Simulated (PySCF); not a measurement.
## Field gradients at the hydrogen positions

Compound: C6H9P.
Numbering: `[CH:1]#[C:2][CH2:3]/[P:4]=[CH:5]/[CH2:6][CH3:7]` (hydrogens: H8 on C1; H9, H10 on C3; H11 on C5; H12, H13 on C6; H14, H15, H16 on C7)

Geometry (GFN2-xTB, Å), atoms numbered from 1 in this order:
```
atom  x, y, z in Å
C1     2.1755   -2.0229    0.1210
C2     2.3456   -0.8426    0.0101
C3     2.4929    0.5835   -0.1145
P4     0.9002    1.5135    0.3033
C5    -0.2112    0.6130   -0.5605
C6    -1.6751    0.8948   -0.5488
C7    -2.4433   -0.2939    0.0308
H8     2.0514   -3.0595    0.2189
H9     2.7826    0.8491   -1.1361
H10    3.2724    0.9378    0.5668
H11    0.0950   -0.2605   -1.1245
H12   -1.8816    1.7915    0.0399
H13   -2.0204    1.0740   -1.5725
H14   -3.5116   -0.0909    0.0416
H15   -2.2649   -1.1868   -0.5650
H16   -2.1153   -0.4911    1.0492
```

Level: PBE0/pcSseg-1 (PySCF, non-relativistic); Q(2H) = 0.00286 b; rigid geometry, the same for H and D, with no vibrational averaging.

Question: Rank these positions by the coupling χzz of a deuteron there, largest first.
A. H8 (alkyne hydrogen)
B. H12 (methylene hydrogen)
C. H14 (methyl hydrogen)

Answer: A (268 kHz), C (212 kHz), B (202 kHz).

Q: Give the electric field gradient Vzz (the principal value of largest size), its asymmetry and the 2H coupling at each hydrogen.

A: 
| atom | bonded to | bond length (Å) | Vzz (au) | η | χzz (kHz) |
| --- | --- | --- | --- | --- | --- |
| H8 | C1 | 1.049 | 0.3989 | 0.00 | 268 |
| H9 | C3 | 1.095 | 0.3011 | 0.03 | 202 |
| H10 | C3 | 1.094 | 0.3002 | 0.03 | 202 |
| H11 | C5 | 1.084 | 0.3193 | 0.05 | 215 |
| H12 | C6 | 1.092 | 0.2999 | 0.03 | 202 |
| H13 | C6 | 1.095 | 0.2992 | 0.01 | 201 |
| H14 | C7 | 1.087 | 0.3162 | 0.02 | 212 |
| H15 | C7 | 1.088 | 0.3135 | 0.03 | 211 |
| H16 | C7 | 1.088 | 0.3119 | 0.02 | 210 |

Q: How does χzz go with the bond length over the 9 C–H bonds?

A: A straight-line fit has a slope of -14.5 kHz for each 0.01 Å, with a correlation coefficient of -1.00, over lengths from 1.049 to 1.095 Å. The longer bonds have the smaller couplings here.

Isolated species at its GFN2-xTB geometry (one conformer only). GFN2-xTB bond lengths can be off by several hundredths of an ångström, more for odd bonds, and the gradients follow them. These gradients aren't converged with respect to the basis.
